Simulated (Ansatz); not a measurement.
`OC[SiH](F)F` + `CC(F)=[Se]` → `C[Si](F)(F)CO` + `FC=[Se]`  (redistribution)

Computed with Ansatz on PBE0-D4/def2-TZVP structures; ΔE is electronic, products minus reactants. CCSD(T)/CBS is the MP2 limit (def2-TZVPP, def2-QZVPP) plus CCSD(T) − MP2 in def2-TZVPP, frozen cores. DFT in def2-TZVPP. For Se outer-core shells are correlated without core-valence functions, which leaves a few kJ/mol of doubt a bond. Scalar relativity is left out up to krypton. One conformer a species, not always the lowest.

```
          level  ΔE (kJ/mol)
      r2SCAN-D4        -27.6
        PBE0-D4        -27.4
        ωB97M-V        -29.8
         B2PLYP        -26.9
         r2SCAN        -27.0
CCSD/def2-TZVPP        -29.0
  HF/def2-QZVPP        -19.7
   HF/CBS(def2)        -19.6
```

Question: What does CCSD(T)/CBS give? (Estimate.)

Answer: Ansatz gave: -28.5 kJ/mol. The listed levels differ from it by 0.9, 1.1, -1.3, 1.6, 1.5, -0.5, 8.8, 8.9 kJ/mol.

Largest T1 diagnostic among the species: 0.016.

In def2-TZVPP, CCSD(T) changes the Hartree–Fock value by −9.2 kJ/mol (the triples alone add −0.5 kJ/mol) and MP2 by −7.3 kJ/mol.
